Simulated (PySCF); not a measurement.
2-bromopyridine, C5H4BrN.
SMILES: `Brc1ccccn1`

Computed, not measured: PBE0-D3(BJ)/def2-SVP geometry optimisation, gas phase in PySCF 2.14.0.

Masses are those of the commonest isotopes; rigid-rotor values at the optimised geometry. 

Q: Give the principal moments of inertia and the rotational constants in GHz.

A: Ia = 85.60, Ib = 492.72, Ic = 578.32 u·Å²; 505379 MHz·u·Å²/I gives 5904, 1026 and 873.9 MHz, that is A = 5.9041, B = 1.0257, C = 0.8739 GHz.

Q: Classify the top.

A: A near-prolate asymmetric top. Ray's parameter κ = (2B − A − C)/(A − C) = -0.940; −1 is the prolate and +1 the oblate limit.

Q: Is it planar, by Δ = Ic − Ia − Ib?

A: Planar: Δ = Ic − Ia − Ib = 0.00 u·Å². For a rigid frame Δ = −2 Σ m c², so it vanishes when all atoms lie in the ab plane; here none is more than 0.01 Å from it.

Q: Give the coordinates in the principal-axis frame, origin at the centre of mass.

A: The sense of each axis is arbitrary; atoms in the order of the calculation.
```csv
atom,mass (u),a (Å),b (Å),c (Å)
Br1,78.918,1.617,0.004,0.000
C2,12.000,-0.281,-0.002,0.000
C3,12.000,-0.950,1.226,0.000
C4,12.000,-2.339,1.191,0.000
C5,12.000,-2.989,-0.044,0.000
C6,12.000,-2.208,-1.196,0.000
N7,14.003,-0.875,-1.172,0.000
H8,1.008,-0.395,2.165,0.000
H9,1.008,-2.910,2.123,0.000
H10,1.008,-4.078,-0.113,0.000
H11,1.008,-2.674,-2.187,0.000
```

Q: Predict some low-J microwave lines.

A: The dipole components are |μa| = 2.73 D, |μb| = 1.72 D, |μc| = 0.00 D; the mirror of this Cs structure is the ab plane, so μc vanishes by symmetry and there are no c-type lines. Intensities carry the squares of the components, which stand as 1.00 : 0.40 (a : b). Some lines, for components of 0.1 D or more:

```
type  branch         J(Ka,Kc)    MHz  lower level (cm⁻¹)
   a       R  2(1,2) ← 1(1,1)   3647               0.226
   b       Q  2(1,1) ← 2(0,2)   5185               0.190
   b       Q  3(1,2) ← 3(0,3)   5425               0.380
   a       R  3(2,2) ← 2(2,1)   5699               0.851
   a       R  3(2,1) ← 2(2,0)   5713               0.851
   b       R  1(1,1) ← 0(0,0)   6778               0.000
   b       R  2(1,2) ← 1(0,1)   8526               0.063
   b       R  3(1,3) ← 2(0,2)  10199               0.190
   b       Q  2(2,0) ← 2(1,1)  14639               0.363
   b       R  2(2,1) ← 1(1,0)  18586               0.231
   b       R  3(2,2) ← 2(1,1)  20334               0.363
   b       R  3(2,1) ← 2(1,2)  20807               0.348
   b       Q  3(3,0) ← 3(2,1)  24756               1.042
   b       Q  3(3,1) ← 3(2,2)  24774               1.041
   b       R  3(3,1) ← 2(2,0)  30469               0.851
```

Q: Estimate the classical rotational partition function at 10 K, 298.15 K and 500 K.

A: Point group Cs, symmetry number σ = 1; q = (√π/σ)·√((kT/h)³/(ABC)), k/h = 20836.6 MHz/K: 2320 at 10 K, 377000 at 298.15 K, 819000 at 500 K.

Stationary, but not proved a minimum. No vibrational averaging or centrifugal distortion is included, and the geometry carries the error of its method. Quadrupole hyperfine structure (14N, 79Br) is left out.
